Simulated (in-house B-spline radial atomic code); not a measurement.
## I V (I4+): [Kr] 4d10 5s2 5p1

Level of theory: non-relativistic TPSS, spin-polarised, spherical fractional occupations, point nucleus; calculated with a radial B-spline atomic code at the basis-set limit.

Screening seen three ways: the hydrogenic charge with the same mean radius, Z_r = [3n² - l(l+1)]/(2<r>), the one with the same energy, Z_e = n√(-2ε), and Slater's rules. Values are occupation-weighted means over spin.

```tsv
shell	electrons	ε (eV)	<r> (bohr)	Z_r	Z_e	Slater
1s	2	-31724	0.02867	52.32	48.29	52.70
2s	2	-4818.2	0.1234	48.62	37.64	48.85
2p	6	-4528	0.1051	47.56	36.49	48.85
3s	2	-1008.3	0.3275	41.22	25.83	41.75
3p	6	-886.18	0.3181	39.30	24.21	41.75
3d	10	-660.26	0.2889	36.34	20.90	31.85
4s	2	-212.84	0.7693	31.20	15.82	25.25
4p	6	-170.07	0.8035	28.62	14.14	25.25
4d	10	-97.215	0.9065	23.17	10.69	13.85
5s	2	-55.234	1.849	20.28	10.07	9.00
5p	1	-44.877	2.051	17.79	9.08	9.00
```

The least bound orbital is 5p up at -44.88 eV, and it is also the most diffuse (<r> = 2.051 bohr).

The density falls to 0.001 bohr⁻³ at 3.432 bohr; Σ<r²> = 29.706 bohr² gives, by the non-relativistic formula and without the paramagnetism of open shells, a Langevin diamagnetic susceptibility of -23.53×10⁻⁶ cm³/mol.
